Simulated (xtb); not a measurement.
C3H3 (SMILES [C-]#CC), charge -1, singlet, at a GFN2-xTB geometry; xtb with GFN2-xTB.

The xtb input:
```
$ xtb mol.xyz --gfn 2 --chrg -1 --hess --json

# file mol.xyz
6

C      0.00179213    -0.00082963     0.34805219
C      0.00811735    -0.00375776     1.57647903
C     -0.00588691     0.00272522    -1.14330257
H      0.03963094     1.02847941    -1.56026013
H      0.85557099    -0.54993143    -1.56822380
H     -0.91933737    -0.46737496    -1.55888795
```

It wrote (shortened):

```
   ID    Z sym.   atoms
    1    6 C      1-3
    2    1 H      4-6

           -------------------------------------------------
          |                Calculation Setup                |
           -------------------------------------------------

           -------------------------------------------------
          |                 G F N 2 - x T B                 |
           -------------------------------------------------

          ...................................................
          :                      SETUP                      :
          :.................................................:
          :  # basis functions                  15          :
          :  # atomic orbitals                  15          :
          :  # shells                            9          :
          :  # electrons                        16          :
          :  max. iterations                   250          :
          :  Hamiltonian                  GFN2-xTB          :
          :  restarted?                      false          :
          :  GBSA solvation                  false          :
          :  PC potential                    false          :
          :  electronic temp.          300.0000000     K    :
          :  accuracy                    1.0000000          :
          :  -> integral cutoff          0.2500000E+02      :
          :  -> integral neglect         0.1000000E-07      :
          :  -> SCF convergence          0.1000000E-05 Eh   :
          :  -> wf. convergence          0.1000000E-03 e    :
          :  Broyden damping             0.4000000          :
          :  net charge                         -1          :
          :  unpaired electrons                  0          :
          ...................................................

 iter      E             dE          RMSdq      gap      omega  full diag
   1     -8.0482286 -0.804823E+01  0.814E+00    6.01       0.0  T
   2     -8.0618572 -0.136286E-01  0.603E+00    5.55       1.0  T
   3     -8.0852169 -0.233597E-01  0.363E+00    6.31       1.0  T
   4     -8.1230224 -0.378055E-01  0.107E+00    6.14       1.0  T
   5     -8.1256106 -0.258821E-02  0.187E-01    6.26       1.0  T
   6     -8.1253839  0.226643E-03  0.217E-01    6.27       1.0  T
   7     -8.1255716 -0.187661E-03  0.854E-02    6.30       1.0  T
   8     -8.1256161 -0.445506E-04  0.150E-02    6.29       2.7  T
   9     -8.1256170 -0.833471E-06  0.680E-03    6.29       6.0  T
[...]
         :: total energy              -7.970631153857 Eh    ::
[...]
          :  symmetry                              c3v      :
          :  rotational number                       3      :
          :  scaling factor                  1.0000000      :
          :  rotor cutoff                   50.0000000 cm⁻¹ :
          :  imag. cutoff                  -20.0000000 cm⁻¹ :
          :.................................................:

    mode    ω/cm⁻¹     T·S(HO)/kcal·mol⁻¹    T·S(FR)/kcal·mol⁻¹   T·S(vib)
   ------------------------------------------------------------------------
   ------------------------------------------------------------------------

   temp. (K)  partition function   enthalpy   heat capacity  entropy
                                   cal/mol     cal/K/mol   cal/K/mol   J/K/mol
 298.15  VIB   1.57                  556.546      4.771      2.761
         ROT  0.252E+04              888.752      2.981     18.543
         INT  0.395E+04             1445.299      7.752     21.305
         TR   0.236E+27             1481.254      4.968     36.899
         TOT                        2926.5526    12.7198    58.2034   243.5232

       T/K    H(0)-H(T)+PV         H(T)/Eh          T*S/Eh         G(T)/Eh
   ------------------------------------------------------------------------
    298.15    0.466376E-02    0.461563E-01    0.276543E-01    0.185020E-01
   ------------------------------------------------------------------------

         :::::::::::::::::::::::::::::::::::::::::::::::::::::
         ::                  THERMODYNAMIC                  ::
         :::::::::::::::::::::::::::::::::::::::::::::::::::::
         :: total free energy          -7.952129148109 Eh   ::
         ::.................................................::
         :: total energy               -7.970631153859 Eh   ::
         :: zero point energy           0.041492584484 Eh   ::
         :: G(RRHO) w/o ZPVE           -0.022990578734 Eh   ::
         :: G(RRHO) contrib.            0.018502005750 Eh   ::
         :::::::::::::::::::::::::::::::::::::::::::::::::::::

           -------------------------------------------------
          | TOTAL ENERGY               -7.970631153859 Eh   |
          | TOTAL ENTHALPY             -7.924474810999 Eh   |
          | TOTAL FREE ENERGY          -7.952129148109 Eh   |
          | GRADIENT NORM               0.000100238407 Eh/α |
          | HOMO-LUMO GAP               6.292363777281 eV   |
           -------------------------------------------------

normal termination of xtb
```
